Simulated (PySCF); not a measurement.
# How the method moves the HOMO and LUMO of `C=CS[Si@H](F)S`

Species: C₂H₅FS₂Si.
Z-matrix (Å and degrees, PBE0-D3(BJ)/def2-SVP geometry), rows numbered from 1:
```
C 
C   1  1.3348
S   2  1.7753  1  126.31
Si  3  2.1291  2   99.81  1    40.51
F   4  1.6268  3  111.91  2   -71.64
S   4  2.1309  3  106.47  2   170.35
H   1  1.0935  2  122.64  3     1.13
H   1  1.0931  2  119.69  3  -178.99
H   2  1.0948  1  121.20  3  -179.30
H   4  1.4810  3  111.00  2    45.17
H   6  1.3511  4   93.23  3    -8.39
```

Basis pcSseg-1 throughout (PySCF), one geometry. One conformer (not necessarily the lowest) at the PBE0-D3(BJ)/def2-SVP geometry, without solvent, vibrations or thermal averaging.

How do the orbital energies, the gap and the dipole change with the method?

| method | kind | HOMO (eV) | LUMO (eV) | gap (eV) | μ (D) | SCF cycles |
| --- | --- | --- | --- | --- | --- | --- |
| B97-2 | global hybrid | -7.06 | -0.84 | 6.23 | 2.17 | 13 |
| PBE0 | global hybrid | -7.31 | -0.80 | 6.51 | 2.19 | 14 |
| mPW1PW91 | global hybrid | -7.33 | -0.81 | 6.52 | 2.19 | 14 |
| BHandHLYP | global hybrid | -8.24 | 0.30 | 8.54 | 2.27 | 12 |
| CAM-B3LYP | range-separated hybrid | -8.54 | 0.38 | 8.92 | 2.19 | 12 |
| wB97X-D | range-separated hybrid | -9.14 | 0.98 | 10.11 | 2.26 | 13 |
| LC-wPBE | range-separated hybrid | -9.95 | 1.48 | 11.43 | 2.29 | 14 |

The HOMO spans 2.88 eV, from B97-2 down to LC-wPBE, and the gap runs from 6.23 eV (B97-2) to 11.43 eV (LC-wPBE). Over the methods B97-2 (21 %), PBE0 (25 %), mPW1PW91 (25 %), BHandHLYP (50 %), a straight line through the gap against the share of exact exchange rises by 0.80 eV for each 10 % (correlation coefficient 1.000). The dipole ranges from 2.17 D (B97-2) to 2.29 D (LC-wPBE). This basis has no diffuse functions.
